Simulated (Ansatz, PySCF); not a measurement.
Noncovalent pair: HCl (SMILES Cl) (first 2 atoms) with CH4 (SMILES C); geometry from B3LYP-D3(BJ)/def2-TZVP, rigid monomers moved along the line of their centres of mass till H2···C3 is 2.27 Å.
(charge 0, multiplicity 1):
```xyz
7

Cl    -0.4127    -0.3469    -0.4821
H     -0.2910    -0.2431     0.7911
C     -0.0682    -0.0496     3.0376
H     -0.9985     0.4261     2.7275
H      0.0330     0.0415     4.1179
H     -0.0836    -1.1064     2.7711
H      0.7787     0.4424     2.5594
```

Interaction energies are E(AB) − E(A) − E(B) at the monomers' geometry in the complex; basis-set methods are counterpoise corrected.

Frozen-core correlation. CBS(a, b) extrapolates the correlation energy as X⁻³ and adds the Hartree–Fock energy of set b.

Codes used: Ansatz (Gaussian orbitals); PySCF for the dispersion terms. 

PBE/def2-TZVPPD gives -0.51 kcal/mol for the interaction energy.

Where do these levels fall relative to PBE: PBE-D3(BJ)/def2-TZVPPD, r2SCAN/def2-TZVPPD, PBE0/def2-TZVPPD, wB97M-V/def2-TZVPPD, MP2/CBS(aug-cc-pV(D+d)Z, aug-cc-pV(T+d)Z), CCSD(T)/CBS(aug-cc-pV(D+d)Z, aug-cc-pV(T+d)Z).

PBE-D3(BJ)/def2-TZVPPD -0.82; r2SCAN/def2-TZVPPD -0.33; PBE0/def2-TZVPPD 0.10; wB97M-V/def2-TZVPPD -0.21; MP2/CBS(aug-cc-pV(D+d)Z, aug-cc-pV(T+d)Z) -0.59; CCSD(T)/CBS(aug-cc-pV(D+d)Z, aug-cc-pV(T+d)Z) -0.40 kcal/mol. 1 of 6 lie above PBE; the widest gap is to PBE-D3(BJ)/def2-TZVPPD.

Ansatz is a quantum-chemistry and plane-wave program.
